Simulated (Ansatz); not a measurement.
Ideal-gas functions of `[OH][Ge]([Cl])([Cl])[Cl]` at 800 K and 1 bar, from an Ansatz frequency run at PBE0-D4/def2-TZVP.

Molar mass 195.98 g/mol, point group Cs (symmetry number 1), electronic degeneracy 1, moments of inertia 305.031, 311.933, 426.043 u Å². Harmonic wavenumbers (cm⁻¹, unscaled): 91, 137, 161, 173, 213, 228, 413, 455, 469, 754, 936, 3871.

Use S(trans) = R[1.5 ln M + 2.5 ln T − 1.1517]; rotational temperatures θ = 24.2544 K / I; S(rot) = R[ln(√π/σ · √(T³/θAθBθC)) + 1.5]; for each mode x = 1.438777 ν̃/T, S = R[x/(eˣ − 1) − ln(1 − e⁻ˣ)] and H = RT x/(eˣ − 1); 1 cm⁻¹ = 0.0119627 kJ/mol; R = 8.31446 J/(mol·K).

Problem. By hand: the entropy, in J/(mol·K).

Solution. Translation 195.2. Rotation: θ = 0.0795, 0.0778, 0.0569 K, giving 133.7. Vibration, mode by mode: 23.37, 19.98, 18.65, 18.06, 16.34, 15.78, 10.98, 10.21, 9.97, 6.39, 4.90, 0.06, in all 154.7. Electronic 0.0. Sum 483.6 J/(mol·K).

Problem. By hand: H − E and G − E in kJ/mol, counted from the electronic energy.

Solution. Zero-point energy ½ × 7901 × 0.0119627 = 47.3; thermal vibration 53.0; translation, rotation and pV give 4 RT = 26.6. H − E = 126.9 kJ/mol, and G − E = 126.9 − 800 × 483.6/1000 = -260.0 kJ/mol.

Vibration gives 32 % of the entropy, 43.4 J/(mol·K) of it from the modes under 150 cm⁻¹: soft modes count most, and the harmonic formula is weakest for them. The sum counts one conformer and one mirror image; others add a mixing term.
